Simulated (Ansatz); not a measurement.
GaSi4. Total charge 0; doublet. Geometry B3LYP-D4/def2-SVP; atoms count from 1.

```
atom   x (Å)   y (Å)   z (Å)
 Ga1   1.071   1.614  -1.704
 Si2   0.917  -0.270   0.652
 Si3  -0.607  -0.057   2.361
 Si4   0.061  -0.776  -1.532
 Si5  -1.442  -0.511   0.223
```

The structure comes from a short search, and lower isomers may exist.

Estimate the Mulliken populations from the PBE0/def2-TZVP orbitals of Ansatz.


| atom | charge (e) | spin (α − β) |
| --- | --- | --- |
| Ga1 | 0.29 | 0.23 |
| Si2 | -0.08 | -0.02 |
| Si3 | -0.05 | 0.35 |
| Si4 | -0.15 | 0.50 |
| Si5 | -0.01 | -0.06 |
Mulliken values and Mayer orders depend strongly on the basis.

Where does the spin sit?

Summed by element: Ga 0.23, Si 0.77, of 1 unpaired in all. Largest on single atoms: Si4 0.50, Si3 0.35, Ga1 0.23.

And the Mayer bond orders between bonded heavy atoms (over 0.3)?

Ga1–Si4 0.70 (2.60 Å); Si2–Si3 1.17 (2.30 Å); Si2–Si4 0.89 (2.40 Å); Si2–Si5 1.00 (2.41 Å); Si3–Si5 1.06 (2.34 Å); Si4–Si5 1.02 (2.33 Å). Values over 0.3 also appear between atoms too far apart for a bond (Ga1–Si2 0.30 at 3.02 Å; Si3–Si4 0.32 at 4.01 Å); they arise where an orbital or an unpaired electron spreads over both atoms.
